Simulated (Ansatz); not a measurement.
Born–Oppenheimer molecular dynamics of C2H10AlN (14 atoms, charge 0, multiplicity 1). It starts at the highest image of a converged band. Of that band: A structure lower than the first end lies on the path between it and the top, so the climb from that side starts below the end, which may itself be a saddle point or a shallow side well. A vibrational analysis at the climbing image gives one clearly imaginary mode, 1120i cm⁻¹: a first-order saddle point.

All numbers below come from RKS PBE-D4/6-31G* (Ansatz).

| Quantity | Value |
| --- | --- |
| ensemble | NVE (velocity Verlet) |
| time step | 0.5 fs |
| steps asked | 200 |
| starting velocities drawn for | 300 K |
| seed | 4003 |

Frames 2.5 fs apart, positions in Å, forces in eV/Å.

Velocities at 40.0 fs (Å/ps):

```
Al 4.88 1.09 -3.38
N 3.03 1.91 -5.14
C -0.41 -1.59 3.80
C -2.16 -2.91 4.63
H -65.64 -14.35 42.03
H -44.18 -15.03 44.47
H -4.24 11.96 -3.10
H -12.46 -0.83 -10.64
H 24.86 7.00 -5.22
H -20.22 -22.34 17.96
H -11.60 31.03 -12.22
H -1.32 8.94 -3.54
H 3.73 0.64 3.52
H -10.94 -9.14 -11.93
```

```xyz
14
Properties=species:S:1:pos:R:3:forces:R:3 time_fs=40.0 energy_less_start_eV=-0.403 T=561
Al -0.021 -0.036 0.040 -1.16 0.45 -0.92
N 1.613 -0.195 0.601 1.24 -1.63 0.04
C -0.719 -1.414 -1.167 0.36 0.67 -0.81
C -0.591 1.839 -0.054 -0.10 -0.16 -1.44
H -0.832 -0.895 2.689 0.99 0.00 -0.11
H -1.553 -0.892 2.779 -0.99 0.01 0.11
H 2.195 0.479 1.039 0.58 1.02 0.62
H 2.171 -1.051 0.477 -0.27 0.18 0.06
H -1.133 -0.805 -2.034 0.23 -0.69 0.61
H 0.126 -2.022 -1.551 -0.09 0.12 -0.06
H -1.468 -2.115 -0.829 -0.65 -0.32 0.21
H -0.115 2.249 -1.008 -0.32 -0.32 0.85
H -1.660 2.058 -0.145 -0.27 -0.05 0.02
H -0.211 2.402 0.774 0.45 0.73 0.80
14
Properties=species:S:1:pos:R:3:forces:R:3 time_fs=42.5 energy_less_start_eV=-0.442 T=585
Al -0.010 -0.033 0.031 -1.23 0.40 -0.82
N 1.623 -0.193 0.589 1.38 0.20 0.75
C -0.719 -1.416 -1.159 0.35 0.76 -0.42
C -0.596 1.831 -0.047 -0.08 0.01 -1.34
H -0.960 -0.931 2.790 0.21 0.00 -0.02
H -1.699 -0.930 2.894 -0.20 0.01 0.01
H 2.197 0.529 1.044 -0.16 -0.36 -0.14
H 2.138 -1.052 0.453 0.42 -0.29 0.12
H -1.066 -0.807 -2.031 0.02 -0.37 0.15
H 0.078 -2.077 -1.510 0.33 -0.17 -0.19
H -1.524 -2.053 -0.849 -0.87 -0.43 0.35
H -0.129 2.261 -0.989 -0.24 -0.32 0.68
H -1.662 2.058 -0.136 -0.38 -0.09 0.02
H -0.221 2.406 0.776 0.46 0.67 0.84
14
Properties=species:S:1:pos:R:3:forces:R:3 time_fs=45.0 energy_less_start_eV=-0.416 T=569
Al -0.002 -0.029 0.019 -0.99 0.30 -0.56
N 1.639 -0.190 0.579 1.15 0.63 0.81
C -0.717 -1.415 -1.154 -0.53 -0.93 0.68
C -0.603 1.823 -0.045 -0.38 0.78 1.25
H -1.076 -0.967 2.890 -1.15 0.00 0.18
H -1.857 -0.967 3.010 1.17 0.01 -0.20
H 2.192 0.562 1.043 -0.28 -0.98 -0.41
H 2.127 -1.066 0.436 0.57 -0.08 0.24
H -0.997 -0.829 -2.021 -0.30 0.26 -0.77
H 0.046 -2.140 -1.478 0.09 -0.04 0.00
H -1.624 -2.011 -0.852 0.55 0.49 -0.09
H -0.154 2.256 -0.936 0.34 0.25 -0.59
H -1.683 2.052 -0.125 0.07 -0.19 0.09
H -0.208 2.444 0.820 -0.30 -0.50 -0.62
14
Properties=species:S:1:pos:R:3:forces:R:3 time_fs=47.5 energy_less_start_eV=-0.413 T=567
Al 0.004 -0.024 0.007 -0.53 0.17 -0.34
N 1.660 -0.186 0.573 0.13 -1.12 -0.21
C -0.718 -1.417 -1.145 -0.85 -1.18 0.20
C -0.611 1.819 -0.038 -0.49 0.99 1.75
H -1.243 -1.003 2.997 0.81 0.00 -0.13
H -1.963 -1.004 3.117 -0.79 0.01 0.11
H 2.177 0.546 1.024 0.67 0.18 0.34
H 2.148 -1.082 0.434 0.22 0.61 0.35
H -0.945 -0.841 -2.051 -0.16 0.05 -0.43
H 0.018 -2.204 -1.446 -0.31 0.30 0.22
H -1.695 -1.945 -0.859 1.09 0.60 -0.22
H -0.162 2.263 -0.913 0.38 0.36 -0.88
H -1.701 2.035 -0.110 0.30 -0.19 0.07
H -0.209 2.456 0.834 -0.48 -0.79 -0.87
14
Properties=species:S:1:pos:R:3:forces:R:3 time_fs=50.0 energy_less_start_eV=-0.521 T=636
Al 0.009 -0.019 -0.006 -0.05 0.09 -0.22
N 1.681 -0.185 0.566 -0.40 -0.97 -0.37
C -0.723 -1.425 -1.136 -0.19 0.10 -1.06
C -0.621 1.820 -0.024 0.04 0.64 -0.52
H -1.375 -1.039 3.099 0.43 0.00 -0.08
H -2.103 -1.040 3.228 -0.41 0.00 0.06
H 2.197 0.536 1.022 0.73 0.47 0.47
H 2.184 -1.067 0.452 0.25 0.24 0.23
H -0.901 -0.850 -2.103 0.09 -0.48 0.57
H -0.025 -2.253 -1.403 -0.25 0.22 0.22
H -1.709 -1.846 -0.876 0.10 -0.05 0.09
H -0.151 2.288 -0.935 -0.34 -0.27 0.31
H -1.704 2.008 -0.090 -0.04 -0.06 -0.04
H -0.236 2.428 0.804 0.05 0.06 0.34
14
Properties=species:S:1:pos:R:3:forces:R:3 time_fs=52.5 energy_less_start_eV=-0.456 T=596
Al 0.013 -0.014 -0.020 0.38 0.01 -0.08
N 1.701 -0.189 0.558 0.24 0.89 0.52
C -0.728 -1.433 -1.132 0.56 1.06 -1.29
C -0.631 1.824 -0.012 0.17 -0.10 -1.93
H -1.485 -1.075 3.197 -1.18 0.00 0.22
H -2.263 -1.076 3.342 1.19 0.01 -0.23
H 2.254 0.547 1.042 -0.44 -0.63 -0.38
H 2.235 -1.040 0.483 0.35 -0.43 0.03
H -0.854 -0.886 -2.125 0.11 -0.44 0.63
H -0.082 -2.290 -1.347 0.09 -0.24 0.13
H -1.719 -1.750 -0.888 -1.03 -0.54 0.38
H -0.157 2.300 -0.942 -0.60 -0.46 0.75
H -1.710 1.977 -0.073 -0.36 0.05 -0.10
H -0.259 2.403 0.793 0.52 0.82 1.35
14
Properties=species:S:1:pos:R:3:forces:R:3 time_fs=55.0 energy_less_start_eV=-0.570 T=667
Al 0.019 -0.008 -0.034 0.76 -0.12 0.12
N 1.722 -0.189 0.551 0.65 0.29 0.49
C -0.732 -1.436 -1.134 -0.41 0.33 -0.01
C -0.641 1.828 -0.007 0.08 0.22 0.17
H -1.649 -1.111 3.305 0.63 0.00 -0.13
H -2.369 -1.112 3.445 -0.62 0.00 0.11
H 2.290 0.528 1.045 -0.62 -0.33 -0.36
H 2.303 -1.032 0.517 -0.30 -0.02 -0.11
H -0.800 -0.945 -2.116 -0.02 0.07 -0.38
H -0.136 -2.340 -1.282 0.08 -0.28 0.16
H -1.778 -1.682 -0.880 0.08 -0.22 0.07
H -0.195 2.287 -0.911 -0.14 0.10 -0.06
H -1.733 1.948 -0.061 -0.04 0.07 -0.02
H -0.258 2.417 0.850 -0.12 -0.10 -0.06
14
Properties=species:S:1:pos:R:3:forces:R:3 time_fs=57.5 energy_less_start_eV=-0.456 T=595
Al 0.026 -0.003 -0.048 1.08 -0.21 0.28
N 1.746 -0.188 0.547 -0.07 -1.15 -0.29
C -0.737 -1.437 -1.135 -1.02 -0.63 0.83
C -0.650 1.833 -0.003 -0.38 0.13 1.99
H -1.784 -1.147 3.406 0.60 0.00 -0.13
H -2.503 -1.147 3.554 -0.59 0.00 0.11
H 2.295 0.495 1.031 0.16 0.99 0.43
H 2.355 -1.028 0.544 -0.74 0.20 -0.24
H -0.747 -1.002 -2.127 -0.10 0.22 -0.89
H -0.186 -2.403 -1.208 -0.24 0.33 0.20
H -1.833 -1.628 -0.869 1.09 0.01 -0.29
H -0.242 2.282 -0.885 0.38 0.72 -0.98
H -1.758 1.923 -0.051 0.35 0.05 0.07
H -0.262 2.428 0.905 -0.53 -0.68 -1.10
14
Properties=species:S:1:pos:R:3:forces:R:3 time_fs=60.0 energy_less_start_eV=-0.530 T=642
Al 0.036 0.001 -0.061 1.27 -0.20 0.30
N 1.769 -0.192 0.542 -0.58 -0.09 -0.14
C -0.747 -1.441 -1.134 -0.35 -0.34 -0.12
C -0.661 1.838 0.011 -0.10 -0.04 0.36
H -1.891 -1.183 3.502 -1.18 0.00 0.25
H -2.664 -1.183 3.667 1.19 0.00 -0.26
H 2.302 0.512 1.036 -0.08 0.60 0.18
H 2.367 -1.015 0.557 -0.26 -0.41 -0.24
H -0.700 -1.050 -2.181 -0.15 -0.27 0.25
H -0.250 -2.447 -1.123 -0.24 0.62 0.07
H -1.831 -1.575 -0.872 0.50 -0.03 -0.27
H -0.270 2.313 -0.906 0.01 0.25 0.03
H -1.766 1.901 -0.036 0.17 0.05 0.08
H -0.294 2.404 0.903 -0.19 -0.15 -0.47
14
Properties=species:S:1:pos:R:3:forces:R:3 time_fs=62.5 energy_less_start_eV=-0.480 T=611
Al 0.048 0.006 -0.073 1.31 -0.16 0.23
N 1.790 -0.195 0.536 -0.60 1.38 0.37
C -0.759 -1.447 -1.133 0.93 0.40 -0.91
C -0.672 1.843 0.026 0.07 -0.63 -2.14
H -2.051 -1.218 3.609 0.46 0.00 -0.10
H -2.772 -1.218 3.768 -0.45 0.00 0.09
H 2.304 0.560 1.051 -0.62 -0.70 -0.54
H 2.363 -1.024 0.556 0.14 -0.55 -0.10
H -0.663 -1.112 -2.224 -0.21 -0.47 0.97
H -0.326 -2.459 -1.033 0.12 0.18 -0.05
H -1.804 -1.523 -0.890 -1.03 -0.07 0.00
H -0.297 2.359 -0.927 -0.33 -0.32 1.01
H -1.765 1.883 -0.017 -0.30 0.03 0.03
H -0.336 2.374 0.879 0.51 0.90 1.12
14
Properties=species:S:1:pos:R:3:forces:R:3 time_fs=65.0 energy_less_start_eV=-0.558 T=660
Al 0.064 0.009 -0.085 1.21 -0.14 0.17
N 1.808 -0.194 0.531 -0.88 0.24 -0.12
C -0.767 -1.450 -1.136 0.38 0.54 -0.06
C -0.683 1.846 0.031 0.18 -0.36 -1.02
H -2.190 -1.254 3.711 0.76 0.00 -0.18
H -2.902 -1.253 3.873 -0.75 0.00 0.17
H 2.273 0.575 1.038 -0.06 -0.49 -0.19
H 2.364 -1.060 0.550 -0.20 0.43 0.03
H -0.638 -1.200 -2.215 -0.12 -0.21 0.27
H -0.396 -2.459 -0.946 0.33 -0.27 -0.03
H -1.829 -1.475 -0.911 -0.69 0.04 -0.08
H -0.342 2.390 -0.894 -0.13 -0.16 0.58
H -1.779 1.865 0.004 -0.25 -0.02 0.04
H -0.352 2.389 0.908 0.23 0.40 0.43
14
Properties=species:S:1:pos:R:3:forces:R:3 time_fs=67.5 energy_less_start_eV=-0.481 T=611
Al 0.082 0.013 -0.097 0.99 -0.08 0.08
N 1.822 -0.192 0.526 -1.78 -1.06 -1.03
C -0.773 -1.452 -1.139 -0.99 -0.02 1.53
C -0.694 1.846 0.033 -0.13 -0.15 1.64
H -2.295 -1.289 3.805 -1.16 0.00 0.27
H -3.064 -1.288 3.986 1.17 0.00 -0.28
H 2.242 0.565 1.018 0.81 0.61 0.65
H 2.354 -1.075 0.545 -0.14 0.63 0.11
H -0.619 -1.300 -2.193 0.08 0.06 -0.94
H -0.448 -2.471 -0.862 0.13 0.09 -0.10
H -1.889 -1.426 -0.937 0.78 0.02 -0.30
H -0.392 2.415 -0.832 0.33 0.56 -0.74
H -1.806 1.847 0.028 0.24 -0.06 0.08
H -0.355 2.426 0.961 -0.33 -0.60 -0.97
```

Of the whole run (100 fs, mean temperature of the second half 620 K): The conserved energy stayed within 0.21 meV per atom of its start (net change 0.092 meV per atom), so the integration is sound. The system heated up, since it started high on the potential surface and ran downhill. A run of 0.1 ps of so small a system gives no equilibrium averages. The orbitals stay closed-shell, which can raise the energy where a bond breaks towards radicals; this wasn't checked here.

Run time: 3.2 min on 2 threads of AMD EPYC 9R14 (Zen 4) (shared host), peak memory 0.17 GiB.
